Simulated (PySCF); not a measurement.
CS2, singlet, at a GFN2-xTB geometry. Base run: PySCF with R2SCAN/3-21G.

PySCF was given this input:
```python
from pyscf import gto, scf, dft

mol = gto.M(
    atom='''
S    -0.00000000   -0.00000000   -1.55012521
C     0.00000000    0.00000000    0.00000000
S     0.00000000    0.00000000    1.55012521
''',
    basis='3-21g',
    verbose=4,
    symmetry=True,
)

mf = dft.RKS(mol)
mf.xc = 'r2scan'
mf.kernel()
mf.analyze()
```

The base run was repeated with changes; each row names its change, and settings that it needs were set with it.

| change | ΔE vs base (eV) | point group used | SCF cycles |
|---|---|---|---|
| base | 0.00 | Dooh | 7 |
| symmetry = off | 0.00 | C1 | 7 |
| symmetry_subgroup = C2v | 0.00 | C2v | 7 |
| symmetry_subgroup = D2h | 0.00 | D2h | 7 |
